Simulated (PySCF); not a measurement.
**MH₅ across group 15**

Level: PBE0, basis family def2-TZVP, scalar-relativistic core potentials from Rb on and no relativity for lighter atoms.

Each entry is the lowest minimum that a search over a few typed start shapes (and spin states, where more than one is plausible) found, or that minimum re-optimised at the stated level; isomers with ligand–ligand bonds, or fragments after loss of a ligand pair, can lie lower. Open shells are unrestricted; no spin–orbit coupling; PySCF with density fitting.

```csv
molecule,2S+1,point group,mean bond to the central atom (Å),atomisation (kJ/mol),highest ω (cm⁻¹),distinct angles (°),gap (eV)
PH₅,1,D3h,1.449,1282,2326,90/120/180,6.46
AsH₅,?,?,?,?,?,?,?
SbH₅,1,D3h,1.734,1026,1954,90/120/180,5.68
BiH₅,1,D3h,1.816,856,1795,90/120/180,4.30
```

Question: Fill in the row of AsH₅.

Answer: 2S+1: 1; point group: D3h; mean bond to the central atom (Å): 1.559; atomisation (kJ/mol): 1119; highest ω (cm⁻¹): 2146; distinct angles (°): 90/120/180; gap (eV): 5.69.

Spin–orbit coupling can matter for BiH₅.

Left out of the table are members whose search was unfinished or whose lowest solution was spin-contaminated, unstable, very soft or bonded differently.
